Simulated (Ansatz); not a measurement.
Program: Ansatz. Geometries: PBE0-D4/def2-TZVP. ΔE: electronic, gas phase. CBS: MP2 limit from def2 TZ/QZ plus the TZ coupled-cluster correction, frozen cores. DFT in def2-TZVPP. B3LYP here is the variant with VWN-RPA as its local correlation; programs differ in this. One conformer a species, not always the lowest.

`BB(C)OC` + `CC1CC1` → `BC1(C)CC1` + `CBOC`  (formal exchange of groups at a B–B bond)

`BB(C)OC`:

Cartesian coordinates in Å:
```
B -0.393 1.147 -1.064
B -0.256 0.153 0.290
C -1.042 0.529 1.603
O 0.510 -0.966 0.344
C 1.291 -1.382 -0.751
H 0.280 2.130 -1.216
H -1.234 0.970 -1.903
H -0.505 1.332 2.122
H -1.113 -0.320 2.288
H -2.048 0.913 1.409
H 2.350 -1.329 -0.487
H 1.043 -2.417 -0.997
H 1.118 -0.760 -1.638
```

`CC1CC1`:

```xyz
12

C     0.914   -0.605   -0.978
C     0.228    0.463   -0.175
C    -0.162    0.198    1.246
C    -1.218    0.316    0.186
H     0.749   -0.467   -2.050
H     1.993   -0.606   -0.801
H     0.534   -1.594   -0.709
H     0.556    1.475   -0.390
H    -0.070    1.000    1.968
H     0.044   -0.788    1.645
H    -1.721   -0.591   -0.127
H    -1.846    1.198    0.185
```

`BC1(C)CC1`:

```xyz
14

B     0.466   -1.524    0.576
C    -0.065   -0.176    0.107
C    -1.549    0.093    0.027
C     0.835    1.031    0.363
C     0.802    0.459   -0.993
H    -0.268   -2.434    0.843
H     1.651   -1.687    0.663
H    -2.051   -0.646   -0.602
H    -1.757    1.083   -0.391
H    -2.010    0.051    1.018
H     1.722    0.890    0.966
H     0.311    1.964    0.535
H     1.665   -0.088   -1.351
H     0.245    0.982   -1.762
```

`CBOC`:

```xyz
11

C     1.487   -1.178    0.269
B     0.092   -0.543   -0.024
O    -0.062    0.793    0.058
C    -1.296    1.427   -0.198
H     2.248   -0.445    0.538
H     1.406   -1.916    1.075
H     1.835   -1.740   -0.605
H    -0.867   -1.214   -0.325
H    -1.600    1.985    0.691
H    -2.072    0.700   -0.453
H    -1.171    2.130   -1.024
```

**Question.** Is it downhill or uphill in electronic energy at CCSD(T)/CBS, and by how much? (Estimate.)

**Answer.** Computed: Downhill: ΔE = -0.60 eV.

**Question.** What do these levels give: PBE-D4, PBE0-D4, ωB97X-V, B3LYP, HF/def2-TZVPP, MP2/def2-TZVPP? (Best estimate.)

**Answer.** Ansatz gave: PBE-D4 -0.55, PBE0-D4 -0.55, ωB97X-V -0.55, B3LYP -0.55, HF/def2-TZVPP -0.53, MP2/def2-TZVPP -0.68 eV.

Largest T1 diagnostic among the species: 0.013.

In def2-TZVPP, CCSD(T) changes the Hartree–Fock value by −0.06 eV (the triples alone add −0.03 eV) and MP2 by −0.15 eV.
